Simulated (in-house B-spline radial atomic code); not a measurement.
Configurations of the manganese ion Mn⁺, with energies counted from [Ar] 3d5 4s1. All numbers are computed (Dirac-Hartree-Fock, average of configuration; Fermi nucleus of rms radius 3.7057 fm) with a B-spline radial code for spherical atoms, not measured. Energies include first-order Breit, QED and recoil terms.

Occupations are held fixed; configurations that lie above the ionisation limit could autoionise.

```
           configuration  E - E(ref) (eV)  highest orbital  its <r> (bohr)
        [Ar] 3d4 4s1 4p1           8.4074            4p3/2           3.346
            [Ar] 3d5 6s1           10.979            6s1/2           12.02
            [Ar] 3d5 8g1           13.541            8g9/2              43
        [Ar] 3d4 4s1 6p1           17.017            6p3/2           13.46
        [Ar] 3d4 4s1 7p1           18.036            7p3/2           20.69
        [Ar] 3d4 4s1 6g1           18.462            6g9/2           21.99
[Ne] 3s2 3p5 3d5 4s1 4f1           68.928            4f5/2           8.874
[Ne] 3s2 3p5 3d5 4s1 6f1           70.829            6f5/2           23.76
```

(1) Order these further configurations by energy, lowest first.
A. [Ar] 3d6
B. [Ar] 3d5 8f1
C. [Ar] 3d5 7g1
D. [Ar] 3d5 4p1
E. [Ar] 3d5 8p1

(2) How far above the reference does [Ar] 3d5 6f1 lie?

(3) How far above the reference does [Ar] 3d5 5g1 lie?

(4) How far above the reference does [Ar] 3d5 5s1 lie?

Results:

(1) A (0.07956 eV), D (4.3058 eV), E (13.054 eV), C (13.28 eV), B (13.539 eV).

(2) 12.876 eV; its least bound orbital is 6f5/2 with <r> = 23.92 bohr.

(3) 12.214 eV; its least bound orbital is 5g9/2 with <r> = 13.75 bohr.

(4) 8.2767 eV; its least bound orbital is 5s1/2 with <r> = 6.758 bohr.
